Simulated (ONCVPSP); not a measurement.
How hard is this Ca (Z = 20) ONCV potential?

calcium (Ca), optimised norm-conserving Vanderbilt (ONCV), made with ONCVPSP 4.0.1 (PBEsol, scalar-relativistic). Core [Ne], reference 3s2 3p6 4s1 4p1. Waves: 3s+4s: rc 2.00 bohr, ncon 5, nbas 9, qcut 6.3 1/bohr, 2 projectors; 3p+4p: rc 1.70 bohr, ncon 3, nbas 6, qcut 6.8 1/bohr, 2 projectors; d scattering state at 0.11 Ha: rc 2.15 bohr, ncon 4, nbas 9, qcut 5.3 1/bohr, 1 projector. Local part: polynomial inside 1.40 bohr (lpopt 5, dvloc0 0 Ha). Core correction: polynomial model core, fcfact 0.45.

In the d channel the program set the typed energies aside and used -0.112 Ha.

Task: For each optimised wave give the share of its norm inside rc, the residual kinetic energy above qcut (Ha) and the cutoffs (Ha) for errors of 10, 1, 0.1 and 0.01 mHa per electron.

Result:

```csv
wave,norm inside rc,residual KE,10 mHa,1 mHa,0.1 mHa,0.01 mHa
3s,0.957,7.2e-06,8.3,13.4,16.5,20.0
4s,0.056,4.7e-06,3.2,10.8,15.3,18.9
3p,0.821,5.0e-07,10.9,14.5,17.6,20.0
4p,0.023,6.4e-08,6.3,10.5,14.2,17.4
d projector 1,0.601,9.8e-04,11.1,14.4,58.5,70.5
```

The occupied waves need 15 Ha and 18 Ha for 1 and 0.1 mHa. 1 of 4 tests not solved or not reliable.
